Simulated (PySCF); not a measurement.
ClFH₄N₂Sn, SMILES [NH2][Sn]([Cl])([NH2])[F].

The structure is a stationary point at r2SCAN-D4/def2-SVP. The structure was generated by enumeration; whether it is a known compound was not checked. The def2 effective core potentials stand for the cores of Sn; spin–orbit coupling is left out. One conformer was computed; it need not be the lowest.

Method: PySCF with M06-2X/def2-TZVP.

The molecule is in vacuum.

```json
{
  "total_energy": "-886.31218 hartree",
  "highest_occupied_level": "-9.77 eV",
  "lowest_empty_level": "-0.79 eV",
  "orbital_gap": "8.98 eV",
  "dipole_moment": "1.98 D",
  "quadrupole, principal values (traceless, Buckingham form, about the centre of nuclear charge)": "-9.41, -5.65, 15.05 D·Å",
  "mean_static_polarisability": "62.1 bohr³ (9.20 Å³)",
  "polarisability_principal_values": "52.6, 61.9, 71.7 bohr³"
}
```
